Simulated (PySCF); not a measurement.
CH9FOSi3, SMILES C[SiH2]O[Si@H](F)[SiH3].

Geometry optimised at PBE0-D3(BJ)/def2-SVP. The structure was generated by enumeration; whether it is a known compound was not checked. Other conformers were not sampled.

Calculation: ωB97X/def2-TZVP run with PySCF.

Q: Estimate the frontier levels, gap, dipole moment and polarisability. (The exact figures need the calculation; the answer reports its results.)

A: 
```json
{
 "highest_occupied_level": "-10.33 eV",
 "lowest_empty_level": "1.76 eV",
 "orbital_gap": "12.09 eV",
 "dipole_moment": "0.68 D",
 "quadrupole, principal values (traceless, Buckingham form, about the centre of nuclear charge)": "-6.19, -1.03, 7.22 D·Å",
 "mean_static_polarisability": "91.5 bohr³ (13.56 Å³)",
 "polarisability_principal_values": "82.8, 88.3, 103.4 bohr³"
}
```
